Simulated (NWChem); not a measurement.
System: C$_{4}$H$_{3}$FOS; SMILES Fc1occc1S

The following NWChem deck was run.

```
start job
memory heap 200 mb stack 900 mb global 1100 mb
geometry units angstroms noautoz
  F      1.875829     0.372493    -0.142782
  C      0.589037     0.527758    -0.044854
  O      0.152488     1.776300    -0.134426
  C     -1.205659     1.726956    -0.006589
  C     -1.611571     0.443949     0.167779
  C     -0.422961    -0.369633     0.137454
  S     -0.252449    -2.098493     0.393787
  H     -1.719628     2.682107    -0.058408
  H     -2.630355     0.088966     0.305653
  H     -0.515532    -2.491279    -0.874536
end
basis spherical
  * library def2-svp
end
dft
  xc pbe0
  iterations 150
  mulliken
end
task dft energy
```

Structure relaxed at the PBE0/def2-SVP level.

Question: Predict the main results of this run. (PBE0/def2-SVP.) Quantities: energy (Ha); highest occupied level (eV); orbital gap (eV); dipole (D).

Answer: 
* **energy (Ha)**: -726.59
* **highest occupied level (eV)**: -6.80
* **orbital gap (eV)**: 6.97
* **dipole (D)**: 1.98
